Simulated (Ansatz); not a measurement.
Gas-phase electronic energies from Ansatz, PBE0-D4/def2-TZVP geometries. CCSD(T)/CBS adds triple-zeta CCSD(T) − MP2 to the extrapolated MP2 energy (def2 sets, frozen cores). Functionals use def2-TZVPP. def2 core potentials past Kr. For Sn outer-core shells are correlated without core-valence functions, which leaves a few kJ/mol of doubt a bond. Each species was taken in one conformer, which may not be the lowest.

Reaction (substitution at a C–O bond): `FC(F)(F)C1=CC(C(F)(F)F)=[O+][Al-]([Cl])([Cl])[O]1` + `[OH][Sn][Cl]` → `FC(F)(F)C1=CC(C(F)(F)F)=[O+][Sn-]([Cl])[O]1` + `[OH][Al]([Cl])[Cl]`

CCSD(T)/CBS gives +7.3 kcal/mol.

(1) Another level gave +7.8 kcal/mol. Which?
A. PBE-D4/def2-TZVPP
B. r2SCAN-D4/def2-TZVPP
C. HF/def2-TZVPP
D. BLYP-D4/def2-TZVPP

Largest T1 diagnostic among the species: 0.017.

Results:

(1) A. PBE-D4 7.8, r2SCAN-D4 9.0, BLYP-D4 6.8, HF/def2-TZVPP 10.3 kcal/mol.

From BLYP to BHLYP (50 % exact exchange), in def2-TZVPP and without D4, ΔE moves by +1.6 kcal/mol. In def2-TZVPP, CCSD(T) changes the Hartree–Fock value by −2.3 kcal/mol (the triples alone add −0.4 kcal/mol) and MP2 by −3.5 kcal/mol.
